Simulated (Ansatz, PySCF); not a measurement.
Gas-phase reaction in SMILES: [SeH2] (H2Se) + H+ → [SeH3+] (at Se, the best of the heteroatom sites tried; carbon was not tried)

Quantity: proton affinity (enthalpy at 298 K), in kcal/mol. Positive where the reaction releases energy. Set-up: 6-31G* and kin with 6d, 5d where marked; frozen cores in correlated levels (noble-gas shells and the d and f shells of earlier blocks); LANL2DZ with its own core potentials from Na on; non-relativistic; dispersion terms only where a functional's name holds one; no spin-orbit coupling. First-principles rows: single points at B3LYP-D3(BJ) geometries (Ansatz, an electronic-structure program), with unscaled harmonic terms from B3LYP/6-31G* (LANL2DZ past Ar) at its own minima.

```
level                                         program  proton affinity (enthalpy at 298 K) (kcal/mol)
-------------------------------------  --------------  ----------------------------------------------
BP86/6-31G* with LANL2DZ past Ar (5d)           PySCF                                           163.0
B3LYP/6-31G                                    Ansatz                                           163.3
B3LYP/6-31G*                                   Ansatz                                           171.3
B3LYP/def2-SVP                                 Ansatz                                           172.2
B3LYP/6-31G* with LANL2DZ past Ar              Ansatz                                           161.5
MP2/3-21G                                      Ansatz                                           163.1
MP2/LANL2DZ                                    Ansatz                                           162.8
PBE/def2-TZVPD                                 Ansatz                                           171.4
r2SCAN-D4/def2-TZVPD                   Ansatz + dftd4                                           171.2
wB97X-V/def2-TZVPD                             Ansatz                                           171.4
```

No value to compare with is used here. The 7 habitual levels span 161.5 (B3LYP/6-31G* with LANL2DZ past Ar) to 172.2 kcal/mol (B3LYP/def2-SVP); wB97X-V/def2-TZVPD gives 171.4.

The levels are drawn from those run, B3LYP/6-31G* more often than the rest, none by its result; runs whose electronic state is in doubt are left out.
